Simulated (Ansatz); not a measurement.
The lowest singlet and triplet of GeH2 (SMILES [GeH2]); geometries from B3LYP-D3(BJ)/def2-TZVP, each state relaxed from the structure named, with no frequency check.
Singlet (charge 0, multiplicity 1):
```xyz
3

Ge    -0.00022     0.06614     0.00000
H     -1.13376    -1.06208     0.00000
H      1.14086    -1.05446     0.00000
```

| level | gap E(singlet) − E(triplet), vertical, at the singlet's geometry (kcal/mol) | cost |
|---|---|---|
| U-HF/cc-pVDZ (spin-contaminated) | -21.13 | - |
| R-r2SCAN/def2-TZVPP | -28.28 | ×3 |
| R-BHLYP/def2-TZVPP | -34.92 | ×2 |
| R-wB97M-V/def2-TZVPP | -35.96 | ×3 |
| R-MP2/cc-pVDZ | -28.60 | - |
| U-MP2/cc-pVDZ (spin-contaminated) | -26.38 | - |
| R-MP2/cc-pVTZ | -30.00 | - |
| U-MP2/cc-pVTZ (spin-contaminated) | -27.08 | - |
| R-MP2/cc-pVQZ | -30.62 | - |
| R-SCS-MP2/cc-pVDZ | -31.79 | - |
| U-SCS-MP2/cc-pVTZ (spin-contaminated) | -30.36 | - |
| U-SCS-MP2/cc-pVQZ (spin-contaminated) | -30.96 | - |
| R-CCSD/cc-pVTZ | -32.28 | - |
| U-CCSD/cc-pVTZ (spin-contaminated) | -32.09 | - |
| U-CCSD(T)/cc-pVDZ (spin-contaminated) | -31.32 | ×2 |
| R-CCSDT/cc-pVTZ | -32.24 | - |
| SA-CASSCF(6,6)/cc-pVDZ | -27.27 | - |
| SA-CASSCF(6,6)/cc-pVTZ | -27.59 | - |
| SA-CASSCF(6,6)/cc-pVQZ | -27.65 | - |
| FIC-MRCISD+Q on SA-CASSCF(6,6)/cc-pVQZ | -33.11 | - |

The rows run from -35.96 (R-wB97M-V/def2-TZVPP) to -21.13 kcal/mol (U-HF/cc-pVDZ (spin-contaminated)). In cc-pVDZ (spin-contaminated) the value moves U-HF -21.13, U-MP2 -26.38, U-CCSD(T) -31.32, a shift of -10.19 from U-HF to U-CCSD(T). From cc-pVDZ to cc-pVQZ R-MP2 changes by -2.02. The 3 R-functionals in def2-TZVPP without D3 or D4 span 7.68, from R-wB97M-V to R-r2SCAN.

A positive gap puts the triplet lower; no zero-point energy. R- takes a restricted singlet. U- takes an unrestricted singlet (broken symmetry where lower, unprojected). The triplet is unrestricted in single-reference levels. Active spaces average the two states.

Correlated levels freeze the cores. Filled d and f shells under p-block atoms count as core.

Doubts at one or more of the structures used: a restricted determinant that unrestricted orbitals would lower (R-MP2/cc-pVDZ, R-MP2/cc-pVTZ, R-MP2/cc-pVQZ, R-SCS-MP2/cc-pVDZ, R-CCSD/cc-pVTZ, R-CCSDT/cc-pVTZ); T1 above 0.05 (U-CCSD/cc-pVTZ (spin-contaminated), U-CCSD(T)/cc-pVDZ (spin-contaminated)).

Run with Ansatz (a program for electronic structure). Each number belongs to the level named beside it.

Costs are rough ratios of core time to R-PBE/def2-TZVPP (about 1.6 s over the structures, on one shared machine); a dash marks a level with no comparable run of its own.
